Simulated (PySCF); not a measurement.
One of the candidates below gave these computed data.

All candidates are C6H8F (charge +1).

| technique | computed result |
| --- | --- |
| Rotational structure | rotational constants A, B, C: 3.908, 1.730, 1.225 GHz [GFN2-xTB] |
| 13C NMR | chemical shifts (computed TMS as zero) by class: 253.0 (1 C), 220.4 (1 C), 159.5 (1 C), 145.3 (1 C), 134.0 (1 C), 94.3 (1 C) ppm [GIAO PBE0/pcSseg-1] |
| Triplet | lowest triplet excitation (Tamm–Dancoff): 1.59 eV [TDA CAM-B3LYP/def2-SVPD] |
| UV, first state | lowest singlet excitation: 2.70 eV (460 nm, f = 0.028) [TDDFT CAM-B3LYP/def2-SVPD] |
| UV, strongest line | among the 8 lowest singlet transitions: S6 at 6.23 eV (199 nm, f = 0.325) [TDDFT CAM-B3LYP/def2-SVPD] |
| 1H NMR | chemical shifts (computed TMS as zero) by class: 10.67 (1 H), 9.50 (1 H), 9.14 (1 H), 7.14 (1 H), 7.12 (2 H), 7.11 (1 H), 6.13 (1 H) ppm [GIAO PBE0/pcSseg-1] |
| NMR, other nuclei | isotropic shieldings of nuclei other than C and H, by class: 386 (1 F) ppm [GIAO PBE0/pcSseg-1] |
| Polarisability | 73.2 au [CAM-B3LYP/def2-SVPD] |

Gas-phase values; electronic properties from PySCF, density fitting. Levels stand in brackets. The structure is a single GFN2-xTB conformer in the gas phase; no vibrational or solvent corrections. NMR values are class means; diastereotopic atoms form classes of their own.

Task: Which candidate is it?
A. `C=CC(=C)[CH+]CF`
B. `C#C[C+](C)CCF`
C. `C[c+]1cc1[C@H](C)F`

Result: A. It is `C=CC(=C)[CH+]CF`. Numbering: `[CH2:1]=[CH:2][C:3](=[CH2:4])[CH+:5][CH2:6][F:7]`. 6 carbons fall into 6 classes; from least to most shielded: carbon bonded to 2 C and H [C5] (253.0 ppm), carbon bonded to C and 2 H [C4] (220.4 ppm), carbon bonded to 3 C [C3] (159.5 ppm), terminal =CH2 carbon [C1] (145.3 ppm), alkene CH carbon [C2] (134.0 ppm), sp3 C–F carbon [C6] (94.3 ppm). Hydrogen classes from least to most shielded: 1 H on a carbon bonded to 2 C and H, C5 (10.67 ppm), 1 H on a carbon bonded to C and 2 H, C4 (9.50 ppm), 1 H on a carbon bonded to C and 2 H, C4 (9.14 ppm), 1 H on a terminal =CH2 carbon, C1 (7.14 ppm), 2 H on an sp3 C–F carbon, C6 (7.12 ppm), 1 H on an alkene CH carbon, C2 (7.11 ppm), 1 H on a terminal =CH2 carbon, C1 (6.13 ppm). The other shieldings belong to: 386 ppm, alkyl fluorine [F7]. S1 is mainly HOMO→LUMO (weight 0.98); the largest Löwdin shares of the orbital it empties are 0.33 on the alkene CH carbon, 0.33 on the terminal =CH2 carbon, 0.09 on the carbon bonded to 3 C and 0.07 on the carbon bonded to C and 2 H, of the orbital it fills 0.34 on the carbon bonded to 2 C and H, 0.33 on the carbon bonded to C and 2 H, 0.10 on the carbon bonded to 3 C and 0.07 on the sp3 C–F carbon. The optimised geometry has point group C1 and is an asymmetric top.

The others, at the same levels:
- `C[c+]1cc1[C@H](C)F` fails: its computed 13C shifts are 196.2 (1 C), 193.0 (1 C), 171.5 (1 C), 90.7 (1 C), 22.1 (1 C), 15.1 (1 C) ppm, 1H shifts are 9.84 (1 H), 6.80 (1 H), 3.78 (3 H), 2.26 (3 H) ppm and rotational constant A is 4.666 GHz (against 3.908 GHz).
- `C#C[C+](C)CCF` fails: its computed 13C shifts are 286.8 (1 C), 216.8 (1 C), 103.5 (1 C), 90.9 (1 C), 67.1 (1 C), 56.2 (1 C) ppm, 1H shifts are 10.95 (1 H), 5.44 (2 H), 4.41 (3 H), 4.36 (2 H) ppm and rotational constant A is 4.330 GHz (against 3.908 GHz).

Each candidate is one conformer, not necessarily the lowest. The conformers computed, where there is a choice (atom-mapped SMILES and torsion angles):
- `[CH2:1]=[CH:2][C:3](=[CH2:4])[CH+:5][CH2:6][F:7]`: C1–C2–C3–C4 -153°, C2–C3–C5–C6 3°, C3–C5–C6–F7 166°
- `[CH3:1][c+:2]1[cH:3][c:4]1[C@H:5]([CH3:6])[F:7]`: C3–C4–C5–C6 -57°
- `[CH:1]#[C:2][C+:3]([CH3:4])[CH2:5][CH2:6][F:7]`: C2–C3–C5–C6 -89°, C3–C5–C6–F7 -62°
